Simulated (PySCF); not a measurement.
## SiPb and its ions

PBE; basis Si def2-SVPD, Pb def2-SVPD with ECP60; scalar-relativistic core potentials; PySCF 2.14. Neutral (UKS): triplet (π ↑↑), Re = 2.634 Å, ωe = 302 cm⁻¹, De = 2.86 eV, HOMO -4.36 eV, LUMO -3.93 eV.

SiPb⁺ (UKS): quartet (σ ↑, π ↑↑), Re = 2.669 Å, ωe = 263 cm⁻¹. The energies at the minima are -482.08964 hartree for SiPb and -481.83000 for SiPb⁺.

Task: Work out the adiabatic ionisation energy, without and with harmonic zero-point energies (1 hartree = 27.2114 eV, 1 eV = 8065.5 cm⁻¹), and the change of the bond length.

Result: At PBE: 0.25964 hartree = 7.065 eV between the minima; the zero-point term (263.0 − 302.0)/2 cm⁻¹ = -0.002 eV makes it 7.063 eV. Re changes by +3.5 pm against the neutral. The electron leaves a σ orbital, and the longer bond of the ion fits a bonding orbital, or a change in how ionic the bond is.

SiPb⁻ (UKS): doublet (π ↑), Re = 2.527 Å, ωe = 333 cm⁻¹. The energies at the minima are -482.08964 hartree for SiPb and -482.14650 for SiPb⁻.

Task: Work out the adiabatic electron affinity, without and with harmonic zero-point energies (1 hartree = 27.2114 eV, 1 eV = 8065.5 cm⁻¹), and the change of the bond length.

Result: At PBE: 0.05686 hartree = 1.547 eV between the minima; the zero-point term (302.0 − 333.0)/2 cm⁻¹ = -0.002 eV makes it 1.545 eV. Re changes by -10.7 pm against the neutral. The electron enters a π orbital, and the shorter bond of the ion fits a bonding orbital, or a change in how ionic the bond is.

Spin–orbit coupling is left out, which matters for elements this heavy, above all for dissociation energies. The highest Kohn–Sham level is positive in this anion. Much of that is self-interaction error, but it also means that the finite basis helps to hold the extra electron. States were picked by a PBE0 search and need not be the measured ground states.
